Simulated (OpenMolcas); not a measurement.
Cu⁵⁺: effect of the active space

```json
{
 "Program": "OpenMolcas 26.06",
 "Method": "MS-CASPT2 or its RAS form, IPEA 0.25 Eh, imaginary shift 0.1 Eh",
 "Basis": "ANO-RCC-VQZP",
 "Scalar Hamiltonian": "DKH2, point nucleus",
 "Spin-orbit coupling": "state interaction with AMFI integrals over the reference wave functions, term energies averaged over their components"
}
```

A. 6 electrons in 5 orbitals (3d); 2S+1 = 5 even, 5 roots; 2S+1 = 3 even, 45 roots; 2S+1 = 1 even, 50 roots; closed shells correlated: 3s 3p; CASPT2 step of the order of 40 core-seconds
B. 12 electrons in 8 orbitals (RAS1 3p, at most 2 holes; RAS2 3d); 2S+1 = 5 even, 5 roots; 2S+1 = 3 even, 45 roots; 2S+1 = 1 even, 44 roots; closed shells correlated: 3s; CASPT2 step roughly 110 core-seconds

Energies in cm-1 above 3d6 5D4, the measured ground level; measured values from Sugar and Musgrove, J. Phys. Chem. Ref. Data 19, 527 (1990).

```
     Level      A      B  Measured
   3d6 5D4    0.0    0.0       0.0
   3d6 5D3   1130   1135      1196
   3d6 5D2   1886   1893      1987
   3d6 5D1   2370   2380      2490
   3d6 5D0   2600   2610      2733
3d6 3P2(1)  29310  29770     29285
   3d6 3H6  30850  30470     30418
   3d6 3H5  31330  30970     31009
   3d6 3H4  31540  31230     31288
3d6 3P1(1)  32590  33080     32685
3d6 3F4(1)  32980  33030     32756
3d6 3F3(1)  33480  33580     33296
3d6 3P0(1)  33800  34290     33868
3d6 3F2(1)  33900  34030     33740
   3d6 3G5  37800  37650     37378
   3d6 3G4  38820  38690     38469
   3d6 3G3  39180  39060     38907
   3d6 3D2  47090  47380     46714
   3d6 1I6  47100  46520     46406
   3d6 3D1  47150  47420     46848
   3d6 3D3  47470  47750     47119
3d6 1G4(1)  48490  48190     47612
   3d6 1F3  65600  65930     64968
3d6 3P0(2)  75790  76130     74712
```

Deviations, from unrounded energies. A percentage is the sum of absolute deviations over the sum of measured energies, with the sign that they share, or ± where signs differ.

| Against measurement | Levels | A | B |
| --- | --- | --- | --- |
| mean absolute deviation (cm-1) | 23 | 330 | 360 |
| fine structure of the ground term (%) | 4 | -5.0 | -4.7 |
| other terms of the ground configuration (%) | 19 | ±0.9 | ±1.0 |

A lies closest to measurement on these levels. The largest miss of A in the table is 3d6 3P0(2), by +1100 cm-1. The ranking rests on the paired levels alone, and a cruder setting can come out closer through cancelling errors.

The spin-orbit steps hold different terms of 3d6 (B lacks a 1D, a 1S), which shifts levels as well.

The two smallest mean deviations differ by little beside CASPT2's spread within terms, so their order carries little weight.

Between A and B the level of the table that moves most is 3d6 1I6, by 580 cm-1 (lowest in B, highest in A). Moves below CASPT2's spread within the term are not significant.

CASPT2 does not keep the components of a term degenerate, so their means are used; among the terms shown or strongly mixed into the levels shown the widest spread is 1200 cm-1 (3d6 1I, B). The CASPT2 spread within a term exceeds the gap to the next term for 3d6 1I and 3d6 3D, so the order of their levels is uncertain (figures for A; the like holds for B). Active for correlation alone: 3p; no level in the range computed is led by a configuration that opens it, so any true level of that kind is missing (holds for B). Measured partners are found by configuration, term and J. A level has none where our copy of the source lacks it or the pairing is in doubt (some pairs that miss far off the trend of their configuration count as doubtful), and it then counts in no deviation. Only configurations of the active space appear. The table leaves out levels that lie high or whose names do not pair safely across all columns.

A number in round brackets counts repeated terms of one configuration in the order of the reference energies.
